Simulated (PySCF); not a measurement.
ClH2NOSW, SMILES [W](=[NH])(=[S])([OH])[Cl], multiplicity 1. Heavy atoms are numbered as in [W:1](=[NH:2])(=[S:4])([Cl:5])[OH:6]. Hydrogens are named by the atom that carries them.

Geometry optimised at B3LYP-D3(BJ)/def2-SVP. The spin state was assumed, not searched. The structure was generated by enumeration; whether it is a known compound was not checked. The def2 effective core potentials stand for the cores of W; spin–orbit coupling is left out. Other conformers were not sampled.

All values below come from PBE/def2-TZVP (PySCF).

ESP charges are fitted to the potential on shells at 1.4 to 2.0 van der Waals radii. Atomic charges (e), one atom of each kind:

| atom | ESP fit | Löwdin |
|---|---|---|
| W1 | 0.62 | 0.05 |
| N2 (NH) | -0.59 | -0.31 |
| H on N2 | 0.38 | 0.16 |
| S4 | -0.22 | ___ |
| Cl5 | -0.12 | 0.07 |
| O6 (OH) | -0.49 | ___ |
| H on O6 | 0.42 | ___ |

Complete the blanks. (The exact figures need the calculation; the answer reports its results.)


- S4, Löwdin: 0.08
- O6 (OH), Löwdin: -0.24
- H on O6, Löwdin: 0.18
